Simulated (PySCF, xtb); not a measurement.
Si(Cl)3(OMe) (CH₃Cl₃OSi), SMILES O(C)[Si](Cl)(Cl)Cl.

GFN2-xTB (xtb) at its own geometry gives an orbital gap of 7.23 eV and a dipole moment of 2.59 D.

Geometry: PBE-D3(BJ)/def2-SVP. Other conformers were not sampled.

Problem. What does PBE/def2-TZVP run with PySCF give? (An estimate is asked for; the answer gives what the named calculation found.)

Solution. gap 6.06 eV (levels -7.44 and -1.38 eV), dipole 1.74 D.
